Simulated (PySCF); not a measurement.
**Spin states and ions at one geometry of Pb(CH3)2H2**

PySCF 2.14.0, RKS TPSS, Pb def2-SVP with ECP60, C def2-SVP, H def2-SVP; non-relativistic Hamiltonian with scalar-relativistic core potentials where named; density fitting; no spin-orbit coupling; singlets restricted, open shells unrestricted. The geometry is relaxed for charge 0, singlet, vacuum:

```xyz
11

Pb    0.0000    0.0000   -0.1804
C     1.3186    1.3186    1.1085
H     1.9451    1.9451    0.4543
H     0.6776    1.9543    1.7396
H     1.9543    0.6776    1.7396
C    -1.3186   -1.3186    1.1085
H    -1.9451   -1.9451    0.4543
H    -0.6776   -1.9543    1.7396
H    -1.9543   -0.6776    1.7396
H     1.0235   -1.0235   -1.2315
H    -1.0235    1.0235   -1.2315
```

Energies count from the relaxed state; an electron taken off or put on is at rest in vacuum. Charges and spins are Mulliken's.

| state | energy (eV) | spin squared | charge on Pb1 (e) | spin on Pb1 (e) | dipole about the centre of mass (D) |
| --- | --- | --- | --- | --- | --- |
| charge 0, singlet, vacuum | 0.00 | 0.00 | 0.39 | 0.00 | 0.97 |
| charge +1, doublet, vacuum | 9.37 | 0.77 | 0.54 | 0.23 | 3.29 |

Task: What does the state charge 0, triplet, vacuum give?

Result: energy (eV) 5.18, spin squared 2.01, charge on Pb1 (e) 0.31, spin on Pb1 (e) 0.45, dipole about the centre of mass (D) 2.69.

With an electron taken off (doublet) the charges change, summed by element, by Pb +0.14 e, C +0.11 e, H +0.74 e. The vertical ionisation energy is 9.37 eV, against −ε(HOMO) = 6.57 eV of the relaxed state. The level lies 2.8 eV too high, as is usual for semilocal functionals and global hybrids, which keep a self-interaction error.

Open shells may have lower solutions than those found.

No frequency check is given that shows the relaxed geometry to be a minimum.
